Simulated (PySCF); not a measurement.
PySCF job for C₃H₅BO₂, SMILES C=CB(O)C=O, C-PCM-PBE0/def2-SVP. Geometry: r2SCAN-D4/def2-SVP. This is a generated structure with no PubChem entry under its InChIKey; it may be hypothetical. Other conformers were not sampled.

```python
import numpy as np
from pyscf import gto, scf, dft
from pyscf.solvent import pcm

mol = gto.M(
    atom='''
    C     0.01173176    2.55408723    0.00000000
    C     0.70105228    1.39718160    0.00000000
    B    -0.00409064    0.01645881    0.00000000
    O    -1.34857386   -0.10422525    0.00000000
    C     0.75194031   -1.41787905    0.00000000
    O     0.06154357   -2.42529621    0.00000000
    H    -1.08497334    2.55086087    0.00000000
    H     0.50046137    3.53563762    0.00000000
    H     1.79897530    1.45141047    0.00000000
    H    -1.55895427   -1.05991357    0.00000000
    H     1.87284039   -1.52445643    0.00000000
    ''',
    basis='def2-SVP',
    charge=0,
    spin=0,
    max_memory=1600,
    verbose=3,
)
mf = dft.RKS(mol, xc='pbe0').density_fit(auxbasis='def2-universal-jkfit')
mf.grids.level = 3
mf.conv_tol = 1e-9
mf.max_cycle = 100
mf.kernel()
res = {}
for name, eps in {'water': 78.355, 'dichloromethane': 8.93, 'acetonitrile': 35.688}.items():
    s = mf.PCM()
    s.with_solvent.method, s.with_solvent.eps, s.with_solvent.lebedev_order = 'C-PCM', eps, 29
    s.kernel(mf.make_rdm1())
    res[name] = (s.e_tot, eps, s.dip_moment(), s.mo_energy, s.converged)
    print(f'{name}: electrostatic solvation free energy {(s.e_tot - mf.e_tot) * 627.509474:.3f} kcal/mol')
```

Output:

```
converged SCF energy = -292.086315639084

WARN: PCM is an experimental feature. It is still in testing.
Features and APIs may be changed in the future.

converged SCF energy = -292.093760919484
Dipole moment(X, Y, Z, Debye):  1.46462,  1.69923,  0.00000
water: electrostatic solvation free energy -4.672 kcal/mol

WARN: PCM is an experimental feature. It is still in testing.
Features and APIs may be changed in the future.

converged SCF energy = -292.092937479454
Dipole moment(X, Y, Z, Debye):  1.40997,  1.67108,  0.00000
dichloromethane: electrostatic solvation free energy -4.155 kcal/mol

WARN: PCM is an experimental feature. It is still in testing.
Features and APIs may be changed in the future.

converged SCF energy = -292.093632996324
Dipole moment(X, Y, Z, Debye):  1.45598,  1.69484,  0.00000
acetonitrile: electrostatic solvation free energy -4.592 kcal/mol
```

The calculation finished and met its thresholds.

Cost: around 90 core-seconds (rough).
